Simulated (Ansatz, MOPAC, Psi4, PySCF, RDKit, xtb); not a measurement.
Complex: NH3 (SMILES N) (first 4 atoms) with Si2H6 (SMILES [SiH3][SiH3]); geometry from B3LYP-D3(BJ)/def2-TZVP, rigid monomers moved along the line of their centres of mass till N1···Si5 is 4.34 Å.
(charge 0, multiplicity 1):
```xyz
12

N     -0.4125     0.1890     0.9608
H     -0.3598    -0.6942     0.4668
H     -1.3615     0.5340     0.8745
H      0.1981     0.8436     0.4856
Si     0.5159    -1.2808     4.9351
Si     0.6330     1.0535     5.0912
H      0.8042    -1.9110     6.2525
H      1.5114    -1.8080     3.9714
H     -0.8375    -1.7254     4.5246
H      0.9668     1.4776     6.4783
H     -0.6643     1.6816     4.7428
H      1.6857     1.6005     4.2017
```

| level | interaction energy (kcal/mol) | cost |
|---|---|---|
| MMFF94 | -1.80 | - |
| UFF | -0.70 | - |
| GFN-FF | -0.56 | - |
| PM7 | -0.78 | - |
| HF/STO-3G (no counterpoise) | -0.87 | - |
| PBE-D3(BJ)/def2-TZVPPD | -1.72 | ×1 |
| PBE-D4/def2-TZVPPD | -1.74 | ×1 |
| BP86/6-31G* (no counterpoise) | -1.73 | - |
| r2SCAN/def2-TZVPPD | -1.34 | ×2 |
| r2SCAN-D3(BJ)/def2-TZVPPD | -1.67 | ×2 |
| B3LYP/6-31G* | -0.98 | - |
| B3LYP/6-311+G** (no counterpoise) | -1.01 | - |
| B3LYP/def2-TZVPPD | -0.83 | ×2 |
| B3LYP-D3(BJ)/def2-TZVPPD | -1.57 | ×2 |
| PBE0-D3(BJ)/def2-TZVPPD | -1.70 | ×1 |
| wB97X-V/def2-TZVPPD | -1.72 | ×3 |
| SCS-MP2/aug-cc-pV(D+d)Z | -1.52 | - |
| CCSD/aug-cc-pV(D+d)Z | -1.56 | - |
| CCSD(T)/aug-cc-pV(D+d)Z | -1.64 | ×10 |
| SAPT0/jun-cc-pV(D+d)Z | -1.71 | - |

The rows run from -1.80 (MMFF94) to -0.56 kcal/mol (GFN-FF). The dispersion term adds -0.33 in r2SCAN-D3(BJ), -0.75 in B3LYP-D3(BJ). The 3 functionals in def2-TZVPPD without D3 or D4 span 0.89, from wB97X-V to B3LYP.

Counterpoise-corrected where a basis set is named; no monomer relaxation. Rows marked so take none. RDKit's UFF carries no charges.

Frozen-core correlation. Rows in 6-311+G**, 6-31G*, STO-3G carry no dispersion term and start afresh at each structure (6-31G* with six Cartesian d functions). The state that PM7 reach isn't checked; PM7 holds dispersion and hydrogen-bond terms.

Programs: Ansatz (Gaussian basis) for Hartree–Fock, density functionals and correlated methods; MOPAC for PM7 (differences of heats of formation); Psi4 for SAPT; PySCF for 6-311+G** rows, 6-31G* rows, STO-3G rows, the dispersion terms; RDKit for the force fields; xtb for the GFN methods. Each number belongs to the level named beside it.

Costs are rough ratios of core time to PBE/def2-TZVPPD (about 9 s over the structures, on one shared machine); a dash marks a level with no comparable run of its own.

Ansatz is an electronic-structure program.
